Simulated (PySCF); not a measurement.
CH3ISSe. Atoms are numbered in the order given.

```xyz
7

Se    -0.1318    -0.6343     1.0421
I      0.7160     1.3251    -0.3896
S     -0.7046    -2.1463    -0.3878
C     -2.3570    -1.6205    -0.9118
H     -3.0427    -1.5543    -0.0570
H     -2.7126    -2.3906    -1.6132
H     -2.2996    -0.6551    -1.4342
```

The structure is a stationary point at PBE0-D3(BJ)/def2-SVP. This is a generated structure with no PubChem entry under its InChIKey; it may be hypothetical. The def2 effective core potentials stand for the cores of I; spin–orbit coupling is left out. The values are those of a single conformer.

All values below come from TDDFT-PBE/def2-SVPD in PySCF.

Vertical excitations. The molecule is in vacuum.

| state | energy (eV) | λ (nm) | f | main pairs |
|---|---|---|---|---|
| S1 | 2.25 | 551 | 0.002 | HOMO→LUMO 100 % |
| S2 | 3.15 | 393 | 0.024 | HOMO−1→LUMO 77 %, HOMO−2→LUMO 21 % |
| S3 | 3.43 | 362 | 0.045 | HOMO−2→LUMO 75 %, HOMO−1→LUMO 17 % |
| S4 | 3.56 | 349 | 0.001 | HOMO→LUMO+1 96 % |
| S5 | 3.87 | 320 | 0.013 | HOMO−3→LUMO 92 % |
| S6 | 4.32 | 287 | 0.013 | HOMO−1→LUMO+1 98 % |
| S7 | 4.75 | 261 | 0.050 | HOMO−2→LUMO+1 86 % |
| S8 | 5.13 | 242 | 0.005 | HOMO−3→LUMO+1 86 % |
| S9 | 5.20 | 238 | 0.010 | HOMO→LUMO+2 55 %, HOMO−4→LUMO 29 %, HOMO−3→LUMO+1 13 % |
| S10 | 5.29 | 234 | 0.049 | HOMO−4→LUMO 56 %, HOMO→LUMO+2 28 % |
| T1 | 1.72 | 719 | 0 | HOMO→LUMO 100 % |
| T2 | 2.47 | 503 | 0 | HOMO−1→LUMO 100 % |
| T3 | 2.80 | 443 | 0 | HOMO−2→LUMO 100 % |
| T4 | 3.17 | 391 | 0 | HOMO→LUMO+1 98 % |
Triplets are in the Tamm–Dancoff approximation, which puts them higher than full response would, so one can lie above its singlet here.
